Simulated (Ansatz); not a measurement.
## Abstraction of F: C2H3F3Si + SiH(CH3)F → C2H3F2Si + SiH(CH3)F2

Gas-phase species: C2H3F3Si `C=C[Si](F)(F)F`, singlet; SiH(CH3)F, doublet; C2H3F2Si `C=C[Si](F)F`, doublet; SiH(CH3)F2, singlet. A radical takes F: the energy is the difference in strength between two Si–F bonds in different surroundings.

Shapes, held fixed at every level: PBE0-D4/def2-TZVP. Flexible molecules stand in one conformer, not always the lowest. Programs: Ansatz 0.2.0. The zero-point and thermal change to 298 K, harmonic and unscaled (PBE0-D4/def2-TZVP), is +0.9 kJ/mol.

```csv
level,kind,ΔH(298 K) (kJ/mol),less CCSD(T)/CBS estimate
HF/def2-SVP,Hartree–Fock,+12.2,+1.9
HF/def2-TZVPP,Hartree–Fock,+12.0,+1.7
SPW92/def2-TZVPP,LDA,+5.6,-4.7
PBE-D4/def2-TZVPP,GGA,+4.7,-5.6
r2SCAN-D4/def2-TZVPP,meta-GGA,+7.5,-2.8
r2SCAN0-D4/def2-TZVPP,global hybrid,+10.1,-0.2
wB97M-V/def2-TZVPP,range-separated hybrid,+9.4,-0.9
CCSD(T)/CBS estimate,coupled cluster or CI,+10.3,0.0
```

The highest level, CCSD(T)/CBS estimate, gives ΔH(298 K) = +10.3 kJ/mol; the levels span +4.7 to +12.2. The column of differences is taken from that level and isn't an error. No measured value is set beside it here. Spin contamination: C2H3F2Si (⟨S²⟩ up to 0.81). Open shells run unrestricted. The CBS estimate extrapolates MP2 from def2-TZVPP and def2-QZVPP and adds CCSD(T) − MP2 in the triple-zeta set, cores frozen.
